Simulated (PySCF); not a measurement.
A species of formula C4H8BFO2 has this rotational fingerprint, computed with PBE0-D3(BJ)/def2-SVP geometry optimisation, gas phase (PySCF):

* Rotational constants: A = 3063, B = 1532, C = 1089 MHz
* Dipole components: |μa| = 0.34 D, |μb| = 0.16 D, |μc| = 0.04 D
* Inertial defect: -30.69 u·Å²
* κ: -0.55

Question: Which candidate fits, each taken in the one conformer that was computed?
A. `[CH3:1][CH2:2][C@@H:3]1[O:4][BH:5][O:6][C@@H:7]1[F:8]` with C1–C2–C3–O4 -60°, C2–C3–O4–B5 -136°, C3–O4–B5–O6 3°, O4–B5–O6–C7 7°, B5–O6–C7–F8 106°
B. `[OH:1][B:2]([OH:3])[C@@H:4]1[CH2:5][CH2:6][C@H:7]1[F:8]` with H–O1–B2–O3 177°, O1–B2–O3–H 1°, O1–B2–C4–C5 168°, B2–C4–C5–C6 -141°, C4–C5–C6–C7 20°, C5–C6–C7–F8 -141°, B2–C4–C7–C6 147°
C. `[CH3:1][C@@:2]1([CH2:3][F:4])[CH2:5][O:6][BH:7][O:8]1` with C1–C2–C3–F4 61°, C1–C2–C5–O6 134°, C2–C5–O6–B7 -12°, C5–O6–B7–O8 5°, O6–B7–O8–C2 5°

Answer: B. It is OB(O)[C@@H]1CC[C@H]1F, an asymmetric top, point group C1. The candidates at the same level (rigid rotor, commonest isotopes):

| SMILES | A (MHz) | B (MHz) | C (MHz) | μa (D) | μb (D) | μc (D) | Δ (u·Å²) | point group | rotor |
| --- | --- | --- | --- | --- | --- | --- | --- | --- | --- |
| OB(O)[C@@H]1CC[C@H]1F | 3063 | 1532 | 1089 | 0.34 | 0.16 | 0.04 | -30.69 | C1 | asymmetric top |
| CC[C@@H]1OBO[C@@H]1F | 3483 | 1736 | 1279 | 1.45 | 0.48 | 1.63 | -41.14 | C1 | asymmetric top |
| C[C@@]1(CF)COBO1 | 3416 | 1670 | 1529 | 0.86 | 0.59 | 0.52 | -120.16 | C1 | asymmetric top |

`C[C@@]1(CF)COBO1` has C 40 % too high; `CC[C@@H]1OBO[C@@H]1F` has C 17 % too high. No structure here is proved a minimum.
